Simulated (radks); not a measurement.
Values are calculated unless marked as measured or tabulated.
S+, 15 electrons, occupied as [Ne] 3s2 3p3 (the NIST ground configuration). Level of theory: scalar-relativistic Kohn-Sham, LDA (Slater exchange, Perdew-Wang correlation), spin-polarised, spherical densities, finite nucleus; open shells are filled with parallel spins first; Fermi nuclear charge, rms radius 3.2611 fm (a radial shooting solver on a logarithmic mesh with Libxc functionals).

Radial electron density D(r) = 4 pi r^2 rho(r):

| r (bohr) | D(r) (e/bohr) | spin D(r) |
|---|---|---|
| 0.01374 | 4.159 | -0.0000762 |
| 0.01803 | 6.226 | 0.0000592 |
| 0.02348 | 8.845 | 0.000540 |
| 0.03082 | 12.03 | 0.00199 |
| 0.04014 | 15.16 | 0.00567 |
| 0.05268 | 17.61 | 0.0148 |
| 0.06915 | 18.30 | 0.0350 |
| 0.09004 | 16.86 | 0.0741 |
| 0.1182 | 14.06 | 0.144 |
| 0.1539 | 12.18 | 0.244 |
| 0.202 | 13.03 | 0.354 |
| 0.2651 | 16.04 | 0.403 |
| 0.3452 | 17.61 | 0.316 |
| 0.4532 | 14.90 | 0.106 |
| 0.5948 | 9.021 | -0.00580 |
| 0.7745 | 4.361 | 0.280 |
| 1.017 | 2.955 | 1.02 |
| 1.324 | 3.294 | 1.71 |
| 1.738 | 2.957 | 1.74 |
| 2.281 | 1.681 | 1.10 |
| 2.97 | 0.5951 | 0.432 |
| 3.898 | 0.1138 | 0.0915 |
| 5.117 | 0.01061 | 0.00932 |
| 6.662 | 0.0004512 | 0.000423 |

D(r) has 3 maxima, at r = 0.0659, 0.340, 1.41 bohr, and minima at 0.164, 1.02 bohr, inside which lie 2.18, 10.38 electrons.
